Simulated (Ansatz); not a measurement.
```yaml
atoms:
  - { symbol: C, position_ang: [-0.0008, -0.0538, -0.5842] }
  - { symbol: N, position_ang: [-0.0025, -0.0770, 0.6895] }
  - { symbol: H, position_ang: [0.0057, 0.8886, 1.0650] }
  - { symbol: H, position_ang: [0.0093, -0.9926, -1.1369] }
  - { symbol: H, position_ang: [-0.0026, 0.8638, -1.1980] }
```

Basis set: 6-31G* (spherical functions). Left uncorrelated: 2 orbitals. Charge 0, multiplicity 1.

Computed with Ansatz (development build ahead of 0.2.0); each method stands on the lowest determinant of its kind that the runs found. Restricted open shells among the atoms or ions are ROHF, correlated in semicanonical orbitals with singles.

Q: Give the atomization energy at this shape (free ground-state atoms in the same class of orbitals less the molecule, no zero-point energy) of singlet CH₃N by RHF-MP2, RHF.

A:

```json
{"method": "RHF-MP2", "atomization energy": "17.15 eV"}
{"method": "RHF", "atomization energy": "12.85 eV"}
```
